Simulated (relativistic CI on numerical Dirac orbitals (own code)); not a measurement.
## Magnetism of Gd⁴⁺, 4f6, in a crystal field

Calculated by Dirac-Coulomb-Breit CI, KLI orbitals optimised for each configuration, model QED, one configuration in a parametric crystal field, unscaled Slater integrals (own radial code). With so little scaling, terms lie 10 to 35 % too far apart, which can change the order of excited levels.

Field parameters in Wybourne normalisation. The field is a parameter set, without covalency.

S is read from ⟨S²⟩ = S(S + 1).

Powder χT (cm³ K mol⁻¹) by Van Vleck's formula, with temperature-independent terms:

| Field | 2 K | 5 K | 10 K | 20 K | 50 K | 100 K | 200 K | 300 K |
| --- | --- | --- | --- | --- | --- | --- | --- | --- |
| D4h, B20 = -1190, B40 = -70, B44 = -170, B60 = -200, B64 = 1040 cm⁻¹ | 0.0112 | 0.0281 | 0.0562 | 0.112 | 0.281 | 0.55 | 0.963 | 1.23 |
| D4h, B20 = 3200, B40 = 2170, B44 = -200, B60 = -490, B64 = 240 cm⁻¹ | 0.0158 | 0.0395 | 0.0791 | 0.158 | 0.395 | 0.769 | 1.23 | 1.45 |

(1) For D4h, B20 = 3200, B40 = 2170, B44 = -200, B60 = -490, B64 = 240 cm⁻¹: what effective moment follows at 300 K?

## Answers

(1) μ_eff = √(8χT) = 3.41 μB. The LS value g√(J(J + 1)) of the free ion's 7F_0 level is 0.00 μB. The ground level is a non-magnetic singlet, so χT starts at zero and rises through temperature-independent paramagnetism and the filling of excited levels.
